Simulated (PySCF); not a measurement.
Identify the unknown among the candidates.

All candidates are C8H10O.

- Polarisability: 97.5 au [wB97X-D/def2-SVPD]
- 13C NMR: chemical shifts (computed TMS as zero) by class: 142.9 (1 C), 134.8 (2 C), 134.2 (2 C), 132.0 (1 C), 69.9 (1 C), 45.6 (1 C) ppm [GIAO PBE0/pcSseg-1]
- Rotational structure: rotational constants A, B, C: 4.428, 0.853, 0.764 GHz [PBE0-D3(BJ)/def2-SVP]
- UV, strongest line: among the 10 lowest singlet transitions: S3/S4 at 6.99 eV (177 nm, f = 1.242 summed over these states) [TDDFT wB97X-D/def2-SVPD]
- Valence photoelectron: vertical ionisation energy: 8.93 eV [ΔSCF wB97X-D/def2-SVPD]
- UV, first state: lowest singlet excitation: 5.42 eV (229 nm, f = 0.001) [TDDFT wB97X-D/def2-SVPD]

The electronic properties come from PySCF, for the isolated species, density fitting. Levels stand in brackets. Isolated species at its PBE0-D3(BJ)/def2-SVP geometry (one conformer only). NMR values are class means; diastereotopic atoms form classes of their own.

**Question.** Which candidate is it?
A. `OCCc1ccccc1`
B. `C#C[C@@H]1CCC[C@@H]2O[C@H]12`
C. `Cc1ccc(O)c(C)c1`
D. `CCc1cccc(O)c1`
E. `CCc1ccccc1O`

**Answer.** A. It is `OCCc1ccccc1`. Numbering: `[OH:1][CH2:2][CH2:3][c:4]1[cH:5][cH:6][cH:7][cH:8][cH:9]1`. Its formula, C8H10O, gives 4 degrees of unsaturation: 1 ring and 3 π bonds in the structure found (Kekulé form). 8 carbons fall into 6 classes; from least to most shielded: substituted aromatic carbon [C4] (142.9 ppm), aromatic CH carbon [C5/C9] (134.8 ppm, 2 C), aromatic CH carbon [C6/C8] (134.2 ppm, 2 C), aromatic CH carbon [C7] (132.0 ppm), carbinol carbon (C–OH) [C2] (69.9 ppm), benzylic-type carbon [C3] (45.6 ppm). The first electron is taken from the HOMO, whose largest Löwdin shares are 0.21 on an aromatic CH carbon, 0.20 on the substituted aromatic carbon and 0.10 on each of 2 atoms of one kind (aromatic CH carbon). By its constants the optimised geometry is an asymmetric top.

The others, at the same levels:
- `CCc1cccc(O)c1` fails: it has 8 carbon classes against 6; its computed 13C shifts are 162.3 (1 C), 153.3 (1 C), 134.9 (1 C), 124.6 (1 C), 119.3 (1 C), 114.0 (1 C), 33.5 (1 C), 21.0 (1 C) ppm, rotational constant A is 2.978 GHz (against 4.428 GHz) and smallest rotational constant is 0.891 GHz (against 0.764 GHz).
- `C#C[C@@H]1CCC[C@@H]2O[C@H]12` fails: it has 8 carbon classes against 6; its computed 13C shifts are 88.8 (1 C), 75.2 (1 C), 53.9 (1 C), 49.5 (1 C), 31.4 (1 C), 27.3 (1 C), 25.5 (1 C), 23.6 (1 C) ppm, rotational constant A is 3.150 GHz (against 4.428 GHz) and smallest rotational constant is 1.049 GHz (against 0.764 GHz).
- `Cc1ccc(O)c(C)c1` fails: it has 8 carbon classes against 6; its computed 13C shifts are 157.9 (1 C), 137.2 (1 C), 132.9 (1 C), 132.6 (1 C), 128.8 (1 C), 115.0 (1 C), 22.3 (1 C), 19.1 (1 C) ppm, rotational constant A is 3.026 GHz (against 4.428 GHz) and smallest rotational constant is 0.921 GHz (against 0.764 GHz).
- `CCc1ccccc1O` fails: it has 8 carbon classes against 6; its computed 13C shifts are 159.6 (1 C), 136.5 (1 C), 135.2 (1 C), 132.6 (1 C), 125.1 (1 C), 116.4 (1 C), 28.3 (1 C), 16.8 (1 C) ppm, rotational constant A is 2.714 GHz (against 4.428 GHz) and smallest rotational constant is 1.010 GHz (against 0.764 GHz).

Each candidate is one conformer, not necessarily the lowest. Dipoles, sizes and rotational constants follow the conformer. The torsions of the flexible species, by atom-mapped SMILES:
- `[OH:1][CH2:2][CH2:3][c:4]1[cH:5][cH:6][cH:7][cH:8][cH:9]1`: O1–C2–C3–C4 -177°, C2–C3–C4–C5 -90°, H–O1–C2–C3 -64°
- `[CH3:1][CH2:2][c:3]1[cH:4][cH:5][cH:6][c:7]([OH:8])[cH:9]1`: C1–C2–C3–C4 -87°, H–O8–C7–C6 0°
- `[CH3:1][c:2]1[cH:3][cH:4][c:5]([OH:6])[c:7]([CH3:8])[cH:9]1`: H–O6–C5–C4 0°
- `[CH3:1][CH2:2][c:3]1[cH:4][cH:5][cH:6][cH:7][c:8]1[OH:9]`: C1–C2–C3–C4 -101°, H–O9–C8–C7 -1°

The conformers of `C#C[C@@H]1CCC[C@@H]2O[C@H]12` aren't listed.
